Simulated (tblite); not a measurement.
Compound: C6H9N3.
Z-matrix (Å and degrees, GFN2-xTB geometry), rows numbered from 1:
```
C 
C   1  1.3755
N   2  1.3522  1  104.23
C   3  1.4310  2  128.85  1   179.93
C   4  1.5401  3  115.90  2  -127.62
C   5  1.5357  4   89.39  3  -131.45
C   6  1.5358  5   89.27  4    13.06
N   3  1.3287  2  109.62  1     0.03
N   8  1.2780  3  109.05  2    -0.04
H   1  1.0697  2  130.16  3   179.91
H   2  1.0695  1  132.67  3  -179.93
H   4  1.0919  3  108.24  2     1.18
H   5  1.0877  4  116.04  3   108.55
H   5  1.0874  4  110.88  3   -17.60
H   6  1.0863  5  115.88  4   131.68
H   6  1.0878  5  112.75  4  -101.41
H   7  1.0874  4  110.86  3    17.61
H   7  1.0876  4  116.10  3  -108.51
```

All values are computed: GFN2-xTB (tblite) harmonic vibrations without scaling, gas phase. Errors from tens to a few hundred cm⁻¹ against measured bands are possible. One conformer, not necessarily the lowest.

Harmonic wavenumbers (cm⁻¹): 26.6, 88.5, 131.3, 209.5, 389.4, 399.5, 598.2, 626.8, 696.5, 760.6, 778.2, 812.8, 835.1, 836.9, 930.7, 969.3, 981.5, 1027.0, 1033.0, 1060.2, 1070.5, 1074.5, 1105.8, 1127.3, 1183.0, 1192.7, 1214.7, 1235.8, 1248.4, 1257.2, 1263.9, 1290.1, 1330.7, 1346.4, 1441.2, 1451.6, 1457.3, 1469.1, 1485.2, 2966.4, 3009.9, 3016.1, 3022.3, 3032.2, 3033.1, 3040.6, 3183.5, 3197.3.

A = 4894, B = 1092, C = 1038 MHz; mass 123.080 u (most abundant isotopes); point group Cs, symmetry number 1.

**Question.** What is the zero-point energy?

**Answer.** Half the sum of the wavenumbers: 32469 cm⁻¹ = 92.83 kcal/mol.

**Question.** Give the ideal-gas entropy at 298.15 K and 1 bar in the rigid-rotor, harmonic-oscillator model (classical rotation).

**Answer.** Translation 40.36, rotation 28.45, vibration 20.13: S = 88.9 cal/(mol K).

**Question.** And Cp and H(298.15 K) − H(0)?

**Answer.** Cp = 30.25 cal/(mol K), of which vibrations give 22.30 (their classical limit is 48 R = 95.4); H(298.15 K) − H(0) = 5.38 kcal/mol without the zero-point energy, 3.01 from vibrations.

**Question.** Blend soft modes into free rotors: weight 1/[1 + (100 cm⁻¹/ν̃)⁴] for the oscillator and the rest for a rotor with moment μB/(μ + B), μ = h/(8π²ν), B = 10⁻⁴⁴ kg m². What vibrational entropy results?

**Answer.** 17.72 cal/(mol K) in place of 20.13, which changes −T·S at 298.15 K by +0.72 kcal/mol.

**Question.** How do the functions run with temperature in this model?

**Answer.** 
```csv
T (K),S (cal/(mol K)),Cp (cal/(mol K)),H − H(0) (kcal/mol),G − H(0) (kcal/mol),ln q(vib)
150,73.6,17.2,1.96,-9.08,2.58
250,84.1,25.2,4.04,-16.97,4.24
400,99.4,41.2,9.02,-30.73,6.85
600,119.5,58.3,19.09,-52.64,10.72
900,146.4,73.8,39.12,-92.65,16.75
```

q(vib) and H(0) count from the zero-point level.

Hindered rotation and anharmonicity are outside this model. Other conformers, if any are populated, would add a mixing term that is left out.

Hardware: x86-64 server, one thread, shared host. The figure is for the frequency step alone.
